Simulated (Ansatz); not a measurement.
Consider the ligand exchange at the Si–C bond: `C=C(F)[SiH2]Cl` + `C=C[SiH](N)Cl` → `C=C[SiH](Cl)N[SiH2]Cl` + `C=CF`.

Isolated molecules relaxed with PBE0-D4/def2-TZVP in Ansatz; ΔE leaves out vibrations. CCSD(T)/CBS is the MP2 limit (def2-TZVPP, def2-QZVPP) plus CCSD(T) − MP2 in def2-TZVPP, frozen cores. DFT in def2-TZVPP. One conformer a species, not always the lowest.

Is it downhill or uphill in electronic energy at CCSD(T)/CBS, and by how much? (An estimate is asked.)

The calculation gave: Downhill: ΔE = -17.1 kcal/mol.

What do these levels give: PBE0, MP2/def2-TZVPP, SCS-MP2/def2-TZVPP, CCSD/def2-TZVPP, HF/def2-QZVPP, SCS-MP2/def2-QZVPP? (Estimate.)

Ansatz gave: PBE0 -15.2, MP2/def2-TZVPP -18.2, SCS-MP2/def2-TZVPP -18.1, CCSD/def2-TZVPP -17.7, HF/def2-QZVPP -18.5, SCS-MP2/def2-QZVPP -17.9 kcal/mol.

Largest T1 diagnostic among the species: 0.012.

From PBE to PBE0 (25 % exact exchange), in def2-TZVPP and without D4, ΔE moves by −1.3 kcal/mol. The D4 term adds −1.7 kcal/mol with B3LYP and −1.1 kcal/mol with PBE0; it sums over pairs of atoms, weighted by their polarisabilities, and B3LYP, whose exchange is more repulsive, gets the larger term.

B3LYP here is the variant with VWN-RPA as its local correlation; programs differ in this.
